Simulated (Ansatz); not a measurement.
`O[SiH]([AlH2])CF` + `OC(F)(F)Cl` → `O[SiH](Cl)CF` + `O[C](F)(F)[AlH2]`  (formal exchange of groups at the Si–Al bond)

Program: Ansatz. Geometries: PBE0-D4/def2-TZVP. ΔE: electronic, gas phase. CCSD(T)/CBS is the MP2 limit (def2-TZVPP, def2-QZVPP) plus CCSD(T) − MP2 in def2-TZVPP, frozen cores. DFT in def2-TZVPP. Each species was taken in one conformer, which may not be the lowest.

Q: Is it downhill or uphill in electronic energy at CCSD(T)/CBS, and by how much? (Best estimate.)

A: The calculation gave: Downhill: ΔE = -42.2 kcal/mol.

Q: What do these levels give: PBE0-D4, ωB97M-V, SCS-MP2/def2-TZVPP, HF/def2-QZVPP, MP2/def2-QZVPP, CCSD/CBS(def2)? (Best estimate.)

A: Ansatz gave: PBE0-D4 -38.1, ωB97M-V -43.2, SCS-MP2/def2-TZVPP -43.0, HF/def2-QZVPP -44.3, MP2/def2-QZVPP -44.2, CCSD/CBS(def2) -42.9 kcal/mol.

Largest T1 diagnostic among the species: 0.013.

In def2-TZVPP, CCSD(T) changes the Hartree–Fock value by +3.3 kcal/mol (the triples alone add +0.7 kcal/mol) and MP2 by +0.8 kcal/mol. From PBE to PBE0 (25 % exact exchange), in def2-TZVPP and without D4, ΔE moves by −1.1 kcal/mol.
